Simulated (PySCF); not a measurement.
A calculated (UHF, PySCF 2.14, 6-31G*, no relativity, point nucleus) atom or ion has these occupied shells.

| shell | electrons | orbital energy (eV) | rms radius, mean of both spins (bohr) |
| --- | --- | --- | --- |
| 1s α | 1 | -13375.3 | 0.0506 |
| 1s β | 1 | -13375.0 | 0.0506 |
| 2s α | 1 | -1814.6 | 0.210 |
| 2s β | 1 | -1814.5 | 0.210 |
| 2p α | 3 | -1634.0 | 0.185 |
| 2p β | 3 | -1633.6 | 0.185 |
| 3s α | 1 | -308.31 | 0.598 |
| 3s β | 1 | -307.74 | 0.598 |
| 3p α | 3 | -243.12 | 0.612 |
| 3p β | 3 | -242.36 | 0.612 |
| 3d α | 5 | -126.56 | 0.646 |
| 3d β | 5 | -126.16 | 0.646 |
| 4s α | 1 | -62.508 | 1.70 |
| 4s β | 1 | -55.870 | 1.70 |
| 4p α | 2 | -46.712 | 1.91 |

Task: Name the element and its charge.

Result: Br³⁺ (bromine, charge +3), in [Ar] 3d10 4s2 4p2, high-spin 3P determinant.
